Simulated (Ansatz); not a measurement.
Saddle point of AlAsH$_{6}$O, closed shell (AlH₃O ([OH][AlH2]) + AsH₃ → AlAsH₄ ([AlH2][AsH2]) + H₂O (still joined by a long Al–O bond); bonds formed: O2–H5; dative contacts that become bonds: Al1–As6; bonds broken: H5–As6; bonds weakened to dative contacts: Al1–O2), PBE0-D4/def2-TZVP structure:

| atom | x (Å) | y (Å) | z (Å) |
| --- | --- | --- | --- |
| Al1 | -1.0120 | -0.6822 | 0.3366 |
| O2 | -1.0104 | 1.1180 | 0.0212 |
| H3 | -1.5256 | -1.5266 | -0.9009 |
| H4 | -1.2134 | -1.0488 | 1.8580 |
| H5 | 0.2426 | 0.7122 | -0.0912 |
| As6 | 1.5853 | -0.5448 | 0.0227 |
| H7 | -1.3416 | 1.4526 | -0.8177 |
| H8 | 2.2650 | 0.4948 | 0.8840 |
| H9 | 2.0102 | 0.0248 | -1.3128 |

Energies are electronic, without zero-point energy. Barriers and step energies count from the start structure reached by relaxing down the imaginary mode; all methods use the PBE0-D4 structures, on which another method's saddle can fall below an end. Ansatz 0.2.0; basis: def2-TZVPP, with def2-QZVPP for the basis limit; cores frozen in the correlated methods. Filled d shells of the heavier atoms are correlated. The def2 sets are not built for correlating such inner shells, so the correlated values are less sure here. B3LYP uses VWN-RPA correlation. Extrapolation: Hartree–Fock as exp(−7.88 √X), correlation as X^−2.97.

| method | barrier (kJ/mol) | step energy (kJ/mol) |
| --- | --- | --- |
| SPW92 | 62.5 | 15.9 |
| PBE-D4 | 84.1 | 23.8 |
| BLYP-D4 | 99.8 | 36.7 |
| r2SCAN-D4 | 94.0 | 28.0 |
| B97M-V | ? | 36.4 |
| PBE0-D4 | 99.4 | 22.5 |
| B3LYP-D4 | 110.9 | 34.5 |
| r2SCAN0-D4 | 105.1 | 25.4 |
| BHLYP-D4 | ? | 34.6 |
| CAM-B3LYP-D4 | 117.5 | 36.3 |
| wB97X-V | 119.4 | 32.9 |
| wB97M-V | 113.5 | 26.9 |
| B2PLYP | ? | 34.7 |
| PBE-QIDH | 111.3 | 26.1 |
| RPA on PBE | 117.2 | 34.4 |
| HF | 174.1 | 40.2 |
| MP2 | 110.4 | 32.1 |
| CCSD | 128.5 | 32.5 |
| CCSD(T) | 118.3 | 30.7 |

Fill in the withheld barriers. (An estimate is asked for; the value comes from the calculation.)

The calculation gives: B2PLYP 114.5; BHLYP-D4 130.7; B97M-V 117.3 kJ/mol. Each is the energy of the saddle less that of the start structure, by the same method.

For comparison, the barrier by CCSD(T) at an estimated basis limit (MP2 extrapolated from triple and quadruple zeta, plus CCSD(T) − MP2 in triple zeta) is 113.0 kJ/mol.

The T1 diagnostic stays at or below 0.012.

Labels in which every atom is bracketed show which atoms are joined, not bond orders.

For scale, one of the runs: CCSD(T)/def2-TZVPP, 205 basis functions, launched by `ansatz run in.yaml --threads 4 --pin off --events-out ev --progress --plain --max-ram 9574MiB`. The run took 59 s on 4 CPU threads of an Arm Neoverse V2 (shared host), with 2.6 GiB of host memory at its peak.
